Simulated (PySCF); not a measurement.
**Ionisation energy of As+ by level of theory**

As+ [Ar] 3d10 4s2 4p2 (3P) → As(2+) [Ar] 3d10 4s2 4p1 (2P), as a difference of total energies. All numbers are calculated (PySCF 2.14, the non-relativistic Hamiltonian (point nucleus), in def2-TZVP (6s5p4d1f, 48 functions)). Correlated levels: valence: [Ar] 3d10 frozen. The calculations carry no spin-orbit coupling.

| method | ionisation energy (eV) |
| --- | --- |
| UHF | 17.978 |
| BP86 | 18.613 |
| B3LYP | 18.533 |
| MP2 (valence) | 18.353 |
| SCS-MP2 (valence) | 18.278 |
| CCSD (valence) | 18.382 |
| CCSD(T) (valence) | 18.407 |

Problem. How much does correlation contribute at CCSD(T) (valence)?

Solution. 18.407 − (17.978) = 0.429 eV, measured against UHF.

These non-relativistic numbers lack the scalar-relativistic shift.

The reference lies between the lowest fine-structure levels, while these numbers refer to the centres of the terms.

Errors of the correlated levels include the incompleteness of this basis and the frozen core.

For comparison: 18.589 eV (measured; NIST Atomic Spectra Database, ionization energies).
